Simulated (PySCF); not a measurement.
A geometry optimisation on `CC(C)O[SiH]1N[SiH2]N[SiH2]N1`.

Computed with PBE0-D3(BJ)/def2-SVP geometry optimisation, gas phase (PySCF 2.14.0). Start geometry: GFN2-xTB. The input is one job of a driver script: a line of settings, then coordinates in Å.

Command:
```bash
OMP_NUM_THREADS=1 python probes_run.py task.json out
```

Input:
```
{"job": {"xc": "PBE0", "basis": "def2-SVP", "d3": "d3bj", "grid": 1, "shake": 0.01, "kind": "geom"}, "charge": 0, "multiplicity": 1}
C      3.603810     0.335550     0.239220
C      2.335270    -0.053920    -0.553540
C      2.254420    -1.564840    -0.745530
O      1.254250     0.430270     0.133740
Si    -0.321210     0.445170    -0.369400
N     -1.138970    -1.047380    -0.142170
Si    -2.837450    -1.183690     0.006080
N     -3.442350     0.425610     0.190850
Si    -2.717750     1.781250     0.985950
N     -1.033010     1.628870     0.680940
H      3.596080     1.438150     0.362620
H      3.562380    -0.091580     1.229340
H      4.455510     0.052370    -0.292800
H      2.347970     0.426560    -1.537360
H      3.155500    -1.929200    -1.257510
H      1.390960    -1.805670    -1.308060
H      2.216000    -2.037840     0.231830
H     -0.441350     0.831780    -1.768620
H     -0.600390    -1.867910     0.124460
H     -3.462940    -1.698590    -1.228740
H     -3.156730    -2.053840     1.144180
H     -4.436690     0.499400     0.020700
H     -2.937570     1.803180     2.398890
H     -3.289370     2.975640     0.322820
H     -0.403960     2.272720     1.131470
```

Output:
```
step   0  E = -1230.20199944  max force = 0.049241
step   1  E = -1230.21562026  max force = 0.008970
step   2  E = -1230.21667425  max force = 0.002962
step   3  E = -1230.21693288  max force = 0.001434
step   4  E = -1230.21706845  max force = 0.001635
step   5  E = -1230.21721666  max force = 0.002143
step   6  E = -1230.21728260  max force = 0.001502
step   7  E = -1230.21731454  max force = 0.000900
step   8  E = -1230.21731973  max force = 0.000515
step   9  E = -1230.21731746  max force = 0.000577
step  10  E = -1230.21731604  max force = 0.000532
step  11  E = -1230.21731603  max force = 0.000289
step  12  E = -1230.21731634  max force = 0.000180
optimisation converged
```

Energies in Eh; «max force» is the largest Cartesian gradient component in Eh/bohr.

How much energy does the optimisation release, in eV?

E(step 0) − E(last step) = 0.015317 Eh, which is 0.417 eV.

Summary of the converged run: final energy -1230.21732 Eh after 12 steps; dipole 1.01 D.

Estimate the wall time. Hardware: one thread of an AMD EPYC 7R43, shared host with 256 logical CPUs at a one-minute load of 147. And the peak memory of the process?

About 9.7 min, with 1.0 GiB resident at the peak, the Python interpreter and its libraries included.
Labels such as C1 count atoms from 1, the log's own numbers from 0.
